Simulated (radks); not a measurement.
Results of a calculation; reference values are marked as such.
Q: Mean orbital radii <r> (bohr) of the technetium ion Tc3+, [Kr] 4d4, of relativity; Dirac values are averaged over j with weights 2j + 1. Spin-unpolarised spherical Kohn-Sham, BLYP, point nucleus unless stated (finite: rms radius 4.4112 fm), a radial shooting solver on a logarithmic mesh with Libxc functionals. A level marked "c x" has the speed of light scaled by that factor and shares open shells by 2j + 1; other Dirac levels either fill j = l - 1/2 first or share by 2j + 1.

| shell | non-rel. |
|---|---|
| 1s | 0.03545 |
| 2s | 0.1547 |
| 2p | 0.1325 |
| 3s | 0.4275 |
| 3p | 0.4216 |
| 3d | 0.3983 |
| 4s | 1.078 |
| 4p | 1.167 |
| 4d | 1.512 |

Give the values at the level "Dirac, c x 1.25".

A: 
shell  Dirac, c x 1.25  change of magnitude (%)
1s             0.03471                    -2.09
2s              0.1512                    -2.24
2p              0.1310                    -1.10
3s              0.4198                    -1.82
3p              0.4181                    -0.83
3d              0.3988                    +0.11
4s               1.060                    -1.59
4p               1.160                    -0.57
4d               1.521                    +0.59
